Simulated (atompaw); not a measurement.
# Which change was made? (Mn, PAW (atompaw))

| Item | Value |
| --- | --- |
| Element | Mn (Z = 25) |
| Generator | atompaw 4.2.0.5 |
| Type | PAW |
| Functional | PBEsol |
| Relativity | scalar-relativistic |
| Frozen core | [Ar] |
| Valence charge | 7 |
| Reference configuration | 3d5 4s2 4p0 |
| Partial waves | 4s (bound): rc 2.80 bohr; 4s channel at 0.1 Ry: rc 2.80 bohr; 4p (bound, empty): rc 2.70 bohr; 4p channel at 2.75 Ry: rc 2.70 bohr; 3d (bound): rc 0.95 bohr; 3d channel at 1.15 Ry: rc 0.95 bohr |
| Local potential | bessel scheme, radius 2.70 bohr |
| Core correction | smooth core density matched at 1.70 bohr |
| Augmentation charge | sinc compensation charge, radius 2.30 bohr; PAW radius 2.80 bohr; waves and projectors: custom polynom vanderbiltortho |

Cutoffs, loose and tight: the cutoffs (Ry, on a coarse ladder) from which the occupation-weighted sum of valence levels, in a spherical-Bessel basis at the reference potential, stays within 10 and 1 mRy of its value at 400 Ry. They see the waves, projectors and local potential, not the compensation charge or the core.

The base gives: outcome: generated; cutoff, loose: 140 Ry; cutoff, tight: 200 Ry; bound ghosts: none.

Q: After one change the result is: outcome: generated; cutoff, loose: 12 Ry; cutoff, tight: 21 Ry; bound ghosts: none. Which change was it?
A. local potential vpsmatchnc scheme with l = 3 at 0 Ry, radius 2.70 bohr
B. all radii scaled by about 0.96 (s 2.70, p 2.60, d 0.92 bohr); local potential bessel scheme, radius 2.60 bohr; augmentation sinc compensation charge, radius 2.22 bohr; PAW radius 2.70 bohr; waves and projectors: custom polynom vanderbiltortho; core correction smooth core density matched at 1.64 bohr
C. wave 3d (bound): rc 0.95 bohr becomes 3d (bound): rc 2.68 bohr

A: C. The others give: local potential vpsmatchnc scheme with l = 3 at 0 Ry, radius 2.70 bohr → outcome: failed: atompaw: The overlap operator has at least one negative eigenvalue! | all radii scaled by about 0.96 (s 2.70, p 2.60, d 0.92 bohr); local potential bessel scheme, radius 2.60 bohr; augmentation sinc compensation charge, radius 2.22 bohr; PAW radius 2.70 bohr; waves and projectors: custom polynom vanderbiltortho; core correction smooth core density matched at 1.64 bohr → outcome: generated; cutoff, loose: 120 Ry; cutoff, tight: 200 Ry; bound ghosts: none.
